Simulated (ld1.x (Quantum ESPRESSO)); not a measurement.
## fluorine (F), TM semilocal: configuration errors across variants

- Element: F
- Generator: ld1.x (Quantum ESPRESSO) 7.5
- Type: norm-conserving Troullier–Martins (semilocal form)
- Functional: BLYP
- Relativity: scalar-relativistic
- Frozen core: [He]
- Valence charge: 7
- Reference configuration: 2s2 2p4.75 (charge +0.25)
- Partial waves: 2p (bound): rc 1.25 bohr; 3d channel at -0.2 Ry: rc 0.95 bohr; 2s (bound): rc 0.75 bohr
- Local potential: the s channel
- Core correction: a·sin(br)/r model core inside 0.65 bohr

All-electron excitation energies from the reference (eV): (1) 2s2 2p5 -3.266; (2) 2s2 2p4 16.134; (3) 2s2 2p3 54.544; (4) 2s2 2p5.3 -5.939; (5) 2s1 2p5 35.093; (6) 2s2 2p2 115.241; (7) 2s1 2p6 15.419.

A semilocal file is local in each channel, so a ghost entry of none says nothing of the separable form that plane-wave codes build from it.

Errors AE − PS in meV (a dash: test not solved or not reliable):

```tsv
change	(1)	(2)	(3)	(4)	(5)	(6)	(7)	bound ghosts
base	-0.3	-2.7	+44	-2.3	-26	+360	+29	none
all radii but the core radius scaled by about 0.75 (s 0.56, p 0.94, d 0.72 bohr)	+0.2	-1.4	+12	+0.1	+9.7	+113	+23	none
all radii but the core radius scaled by about 0.86 (s 0.64, p 1.08, d 0.82 bohr)	0.0	-2.3	+18	-0.8	-3.3	+183	+23	none
all radii but the core radius scaled by about 1.11 (s 0.84, p 1.38, d 1.06 bohr)	-0.5	-1.5	+86	-3.6	-52	+591	+36	none
all radii but the core radius scaled by about 1.19 (s 0.90, p 1.48, d 1.12 bohr)	-0.7	+0.8	+137	-4.8	-79	+843	+43	none
all radii but the core radius scaled by about 1.31 (s 0.98, p 1.64, d 1.24 bohr)	-1.0	+6.9	+240	-6.6	-131	+1312	+52	none
all radii but the core radius scaled by about 1.38 (s 1.04, p 1.72, d 1.30 bohr)	-1.0	+12	+314	-7.4	-164	+1626	+56	none
```

(1) Give the same row for: all radii but the core radius scaled by about 0.95 (s 0.72, p 1.18, d 0.90 bohr).

Results:

(1) -0.2, -2.6, +33, -1.7, -17, +287, +27; bound ghosts: none.
